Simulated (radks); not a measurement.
The numbers below are computed, except where a source is named.
All-electron atom: the osmium ion Os+ in [Xe] 4f14 5d6 5f1 (not the ground configuration). Code: a radial shooting solver on a logarithmic mesh with Libxc functionals. Model: Dirac Kohn-Sham, PBE, spin-unpolarised, spherical densities, finite nucleus; open shells fill j = l - 1/2 first; Fermi nuclear charge, rms radius 5.4126 fm.

Normalised radial functions P(r) = r R(r) (large component), r in bohr:

```
   r/bohr * 5p1/2 (the largest magnitude, 1.11, reaches the edge; | marks zero)
0.0007823                             *
0.0009255                             *
 0.001095                             *
 0.001295                             *
 0.001532                             *
 0.001812                             *
 0.002144                             *
 0.002556                             |*
 0.003024                             |*
 0.003577                             |*
 0.004231                             |*
 0.005006                             |*
 0.005921                             |*
 0.007004                             | *
 0.008286                             | *
 0.009802                             |  *
  0.01159                             |  *
  0.01372                             |   *
  0.01622                             |    *
  0.01919                             |    *
   0.0227                             |     *
  0.02686                             |      *
  0.03177                             |      *
  0.03788                             |      *
  0.04481                             |     *
  0.05301                             |    *
  0.06271                             | *
  0.07418                            *|
  0.08775                         *   |
   0.1038                     *       |
   0.1228                   *         |
   0.1453                    *        |
   0.1718                      *      |
   0.2033                            *|
   0.2405                             |     *
   0.2844                             |          *
   0.3365                             |             *
    0.398                             |           *
   0.4708                             |     *
   0.5615                        *    |
   0.6642              *              |
   0.7857      *                      |
   0.9294  *                          |
    1.099   *                         |
    1.301       *                     |
    1.538             *               |
     1.82                   *         |
    2.153                        *    |
    2.547                          *  |
    3.013                            *|
    3.564                             *
    4.216                             *
    4.987                             *
    5.899                             *
    6.978                             *
    8.321                             *
    9.843                             *
    11.64                             *
    13.77                             *
    16.29                             *
    19.27                             *
     22.8                             *
    26.97                             *
```

5p1/2: eigenvalue -72.905 eV, 3 radial nodes at r = 0.0708, 0.210, 0.520 bohr, <r> = 1.10 bohr, 90 % of the charge inside 1.60 bohr.
